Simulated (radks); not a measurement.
Ce, 58 electrons, occupied as [Xe] 4f1 5d1 6s2.

All-electron calculation, Dirac Kohn-Sham, PBEsol, spin-unpolarised, spherical densities, point nucleus; open shells fill j = l - 1/2 first. Program: a radial shooting solver on a logarithmic mesh with Libxc functionals.

Energy parts (eV):
part                      energy
total                 -241142.74
kinetic                258714.82
electron-nucleus      -587485.51
Hartree                 93251.23
exchange-correlation    -5623.28

Orbitals (lengths in bohr, moments of r in powers of bohr; r(90%) holds 90 % of the orbital's charge):
orbital  occ.  eigenvalue (eV)   <1/r>      <r^2>  r(90%)
1s1/2       2        -40217.54   63.33  0.0008212  0.0443
2s1/2       2        -6436.896   14.93    0.01301   0.163
2p1/2       2        -6077.858   14.91   0.009538   0.145
2p3/2       4        -5631.565   13.51    0.01080   0.153
3s1/2       2        -1385.768   5.386    0.08872   0.409
3p1/2       2        -1233.721   5.300    0.08359   0.403
3p3/2       4        -1146.034   4.950    0.09114   0.420
3d3/2       4        -880.0397   4.816    0.07461   0.394
3d5/2       6        -861.2031   4.727    0.07675   0.399
4s1/2       2        -280.1255   2.234     0.4587   0.916
4p1/2       2        -223.6729   2.130     0.4900   0.955
4p3/2       4        -204.7924   2.015     0.5314   0.994
4d3/2       4        -112.1076   1.797     0.6337    1.11
4d5/2       6        -108.8012   1.768     0.6504    1.13
4f5/2       1          -5.5138   1.214      1.610    1.90
4f7/2       0          -5.1821   1.202      1.652    1.93
5s1/2       2         -40.4894  0.8773      2.588    2.18
5p1/2       2         -25.0782  0.7740      3.292    2.49
5p3/2       4         -22.3159  0.7326      3.624    2.61
5d3/2       1          -3.1587  0.4542      10.29    4.67
5d5/2       0          -2.9574  0.4432      10.82    4.80
6s1/2       2          -3.7537  0.2905      21.22    6.34

The highest occupied level is 5d3/2 at -3.159 eV. The configuration is held as typed, so some empty levels lie below it. For comparison, the ionisation energy in NIST's Atomic Spectra Database is 5.539 eV (measured). In exact Kohn-Sham theory the highest level is minus the ionisation energy, but local and semilocal functionals leave it too shallow, through self-interaction and a potential that decays too fast; potentials with the right tail come closer. Summed over all electrons, <r^2> = 92.62 bohr^2, which gives a Langevin (diamagnetic) susceptibility term of -73.4 x 10^-6 cm^3/mol.

Beside tabulated values, note that spin-unpolarised runs miss the spin-polarisation part of the exchange energy of open shells.
